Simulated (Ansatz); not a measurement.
```yaml
crystal:
  periodic: [false, false, false]
  atoms:
    - {symbol: B, position_ang: [-0.858939, 1.003994, -0.545533]}
    - {symbol: C, position_ang: [0.223684, -0.053144, -0.204541]}
    - {symbol: C, position_ang: [0.197505, -0.972905, 0.967731]}
    - {symbol: N, position_ang: [1.287917, 0.031787, -0.912746]}
    - {symbol: H, position_ang: [-1.283734, 1.077844, -1.660514]}
    - {symbol: H, position_ang: [-1.172445, 1.821915, 0.270283]}
    - {symbol: H, position_ang: [-0.619441, -1.694075, 0.865050]}
    - {symbol: H, position_ang: [1.143144, -1.510249, 1.051556]}
    - {symbol: H, position_ang: [0.007283, -0.412030, 1.887612]}
    - {symbol: H, position_ang: [1.158125, 0.655764, -1.715898]}
basis:
  gaussian: {orbitals: aug-cc-pVTZ, point_charges: [{charge: 2.00, position_ang: [5.182, -0.587, -0.812]}]}
hamiltonian: {xc: {name: PBE}, dispersion: d3bjatm}
```

```sh
$ ansatz run in.yaml --threads 2 --pin off --events-out ev --progress --plain --max-ram 4352MiB
```

Shortened log:

```
Functional definition: PBE
1218 factors; their error is unknown
mean field evaluation 1: about -4319.0263 eV, gradient 8.0e1 eV
mean field evaluation 2: about -4248.2048 eV, gradient 1.6e2 eV
mean field evaluation 4: about -4333.7047 eV, gradient 2.0e1 eV
mean field evaluation 8: about -4334.4236 eV, gradient 7.1e0 eV
mean field evaluation 16: about -4334.5956 eV, gradient 4.8e-1 eV
a density is far from that of the atoms, so the factors are made again for it
1955 factors; integrals over basis functions are off by at most 8.9e-4 eV
mean field -4334.59580234 eV, -159.2934576413 hartree, gradient 5.0e-5 eV, S^2 0.000000; 0 other end points of the search recorded, 0 dependent functions left out
reference -4334.59591566 eV, -159.2934618060 hartree; 15, 15 occupied and 307, 307 virtual orbitals, 1955 factors
Total energy: -4334.76645016 eV, -159.2997288332 hartree
```

It took 24 s on 2 threads of an Arm Neoverse V1 on a shared host, with 1.3 GiB of host memory at the peak.
